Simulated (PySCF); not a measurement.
Precursor series Sc Cl-F. All species are isolated molecules in the gas phase.

The LUMO from two functionals at the same geometries (PBE-D3(BJ)/def2-SVP), both in PySCF: PBE-D3(BJ)/def2-TZVP and B3LYP-D3(BJ)/def2-TZVP. B3LYP has the VWN-RPA correlation part, as in Gaussian. 

```tsv
species	PBE-D3(BJ)/def2-TZVP (eV)	B3LYP-D3(BJ)/def2-TZVP (eV)
0 of 3 Cl replaced by F ([Sc(Cl)3])	-4.19	-3.64
1 of 3 Cl replaced by F ([Sc(Cl)2(F)])	-4.02	-3.49
2 of 3 Cl replaced by F ([Sc(Cl)(F)2])	-3.77	-3.28
3 of 3 Cl replaced by F ([Sc(F)3])	-3.48	-3.04
```

Over these rows, drawn at random from the members with no instability flagged (it was tested for open shells, ions and some series alone), PBE minus B3LYP-D3(BJ): mean -0.50 eV, from -0.55 eV to -0.44 eV.
